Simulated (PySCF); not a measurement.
Job file and geometry (Å, from GFN2-xTB) of an NMR shielding run on `CCc1c[p-]c(C)c1`, [C7H10P]-, GIAO PBE0/pcSseg-1 NMR shielding, non-relativistic, gas phase (PySCF 2.14.0, density-fitted response routines); density fitting, a coarse starting grid and PySCF grid level 2 are the driver's defaults:

```
$ OMP_NUM_THREADS=1 python probes_run.py task.json out

{"job": {"kind": "nmr", "xc": "PBE0", "basis": "pcSseg-1"}, "charge": -1, "multiplicity": 1}
C     -2.530870     0.915386    -0.006325
C     -1.801570    -0.188663    -0.777746
C     -0.479258    -0.520505    -0.146319
C     -0.296938    -1.519124     0.788271
P      1.344206    -1.626117     1.370148
C      1.787455    -0.284204     0.326199
C      3.171754     0.289289     0.231290
C      0.709409     0.178200    -0.401714
H     -1.921241     1.816900     0.018601
H     -2.702852     0.595589     1.019821
H     -3.493852     1.155753    -0.464108
H     -2.435761    -1.081890    -0.800770
H     -1.649603     0.141197    -1.812682
H     -1.079333    -2.183319     1.134347
H      3.175499     1.354406     0.486346
H      3.571315     0.191469    -0.784069
H      3.844565    -0.228784     0.913868
H      0.778315     1.000734    -1.106814
```

**Question.** Write the output of this run.

**Answer.** 
```
coarse grid: 15432 points
cycle   1  E = -613.4550873476  dE =  1.104e+00  |g| = 6.273e-01  |ddm| = 4.087e+00
cycle   2  E = -613.3755527612  dE =  7.953e-02  |g| = 8.448e-01  |ddm| = 2.373e+00
cycle   3  E = -613.5740462120  dE = -1.985e-01  |g| = 1.311e-01  |ddm| = 1.490e+00
cycle   4  E = -613.5790078556  dE = -4.962e-03  |g| = 4.195e-02  |ddm| = 2.720e-01
cycle   5  E = -613.5794055459  dE = -3.977e-04  |g| = 1.818e-02  |ddm| = 6.513e-02
cycle   6  E = -613.5794839493  dE = -7.840e-05  |g| = 3.926e-03  |ddm| = 2.127e-02
cycle   7  E = -613.5794877377  dE = -3.788e-06  |g| = 6.062e-04  |ddm| = 5.736e-03
final grid: 144104 points
cycle   8  E = -613.6281630065  dE = -3.172e-05  |g| = 9.718e-03  |ddm| = 3.880e-02
cycle   9  E = -613.6281278202  dE =  3.519e-05  |g| = 1.454e-02  |ddm| = 2.888e-02
cycle  10  E = -613.6281882047  dE = -6.038e-05  |g| = 1.973e-03  |ddm| = 2.145e-02
cycle  11  E = -613.6281893196  dE = -1.115e-06  |g| = 2.641e-04  |ddm| = 2.931e-03
cycle  12  E = -613.6281893337  dE = -1.409e-08  |g| = 1.263e-04  |ddm| = 4.149e-04
cycle  13  E = -613.6281893374  dE = -3.678e-09  |g| = 3.227e-05  |ddm| = 1.446e-04
cycle  14  E = -613.6281893377  dE = -2.858e-10  |g| = 1.228e-05  |ddm| = 6.854e-05
converged SCF energy = -613.6281893377

GIAO shielding tensors (ppm)
atom      isotropic    diamagn.    paramagn.     s11        s22        s33       span
  0 C      162.772     246.644     -83.872    149.644    152.411    186.263     36.619
  1 C      153.583     244.906     -91.323    141.127    148.067    171.557     30.431
  2 C       52.757     258.069    -205.312    -16.400     33.298    141.374    157.774
  3 C       60.326     257.368    -197.042    -43.198     81.326    142.850    186.048
  4 P      234.400     970.947    -736.547    142.675    189.324    371.201    228.526
  5 C       41.186     265.465    -224.278    -75.778     47.892    151.445    227.223
  6 C      165.248     244.350     -79.102    152.431    154.827    188.488     36.057
  7 C       69.417     252.388    -182.971     -8.114     82.864    133.502    141.616
  8 H       30.639      31.132      -0.493     26.241     30.617     35.058      8.817
  9 H       30.628      30.638      -0.009     26.563     30.450     34.872      8.309
 10 H       30.837      28.917       1.920     26.946     27.301     38.265     11.319
 11 H       29.274      31.282      -2.008     24.652     29.382     33.788      9.136
 12 H       29.033      31.469      -2.436     24.539     28.692     33.867      9.328
 13 H       25.492      34.411      -8.919     23.594     24.907     27.974      4.380
 14 H       29.026      29.605      -0.579     24.155     27.544     35.379     11.224
 15 H       29.008      29.015      -0.008     24.255     27.247     35.520     11.265
 16 H       29.498      29.021       0.477     24.337     29.781     34.377     10.040
 17 H       25.173      36.011     -10.838     22.449     24.776     28.295      5.846
```

**Question.** Turn these shieldings into chemical shifts. Referencing at the same level of theory: $^{13}$C (σref 186.93) and $^{1}$H (σref 31.72) vs TMS; $^{31}$P (σref 318.38) against H3PO4.

**Answer.** Averaging equivalent atoms: C 5: 145.7; C 2: 134.2; C 3: 126.6; C 7: 117.5; C 1: 33.3; C 0: 24.2; C 6: 21.7; P 4: 84.0; H 17: 6.54; H 13: 6.23; H 11/12: 2.56; H 14/15/16: 2.54; H 8/9/10: 1.02 ppm. Experimental scales use liquid or dissolved standards, which lie at an offset from isolated H3PO4.

Size and cost of the density-fitted run: 193 basis functions, 28 s wall time on 1 thread of an Arm Neoverse V1, shared host; peak memory 0.85 GiB.
